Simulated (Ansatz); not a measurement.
C2H6SSi (`S[SiH]1CC1`). Charge 0, multiplicity 1.

```xyz
10

S    -0.291   -1.598   -1.874
Si   -0.553    0.085   -0.609
C     0.035    0.039    1.136
C     0.970    0.783    0.152
H    -1.421   -2.218   -1.491
H    -1.666    0.987   -0.971
H    -0.466    0.652    1.879
H     0.414   -0.893    1.542
H     1.925    0.308   -0.047
H     1.055    1.856    0.284
```

Question: Give the diagnostics of a CCSD(T)/def2-TZVPP run (frozen core, Ansatz 0.2.0). (Best estimate.)

Answer: Computed: T1 = 0.0109, largest single amplitude 0.015, largest double 0.027, (T) share of the correlation energy 4.3 %, 9 CCSD cycles. The RHF solution is stable towards an unrestricted one. T1 lies under the customary mark of 0.02 for closed shells.
